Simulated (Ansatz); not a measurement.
Total energies of BEt2(CN) (C₅H₁₀BN) from Ansatz at PBE-D4/def2-TZVP, gas phase (1 Eh = 27.2114 eV = 2625.5 kJ/mol). The reference geometry is relaxed at PBE-D4/def2-SVP.

Cartesian coordinates in Å:
```
B 0.0453 0.0998 -0.0045
C -1.0533 -0.1986 1.0768
C -1.1506 0.7036 2.3119
H -1.0340 -1.2779 1.3476
H -1.9898 -0.1062 0.4631
H -2.0361 0.4634 2.9341
H -0.2548 0.5968 2.9574
H -1.2167 1.7738 2.0289
C 0.5997 -1.0014 -0.9770
C 1.1818 -0.5764 -2.3299
H -0.1399 -1.8258 -1.0812
H 1.4076 -1.4577 -0.3438
H 1.6546 -1.4248 -2.8645
H 0.3932 -0.1670 -2.9938
H 1.9470 0.2172 -2.2117
C 0.6097 1.5445 -0.1158
N 1.0362 2.6369 -0.1974
```

```tsv
state	geometry	energy (Eh)
charge 0 singlet	reference	-275.88405
charge 1 doublet	reference	-275.51332
free B atom (doublet)	–	-24.61008
free C atom (triplet)	–	-37.79597
free H atom (doublet)	–	-0.49962
free N atom (quartet)	–	-54.53214
```

(1) Work out the vertical ionisation energy to the doublet.

(2) What is the binding energy per atom against free atoms?

(1) E(charge 1 doublet) − E(charge 0 singlet) = -275.51332 − (-275.88405) = 0.37073 Eh = 10.09 eV. For comparison, −ε of the highest occupied level is 7.39 eV at this level, 2.70 eV less.

(2) Atoms: 1 × (-24.61008) + 5 × (-37.79597) + 10 × (-0.49962) + 1 × (-54.53214) = -273.11827 Eh. Binding: -273.11827 − (-275.88405) = 2.76578 Eh = 75.26 eV, or 4.43 eV for each of 17 atoms (no zero-point energy, no counterpoise term).
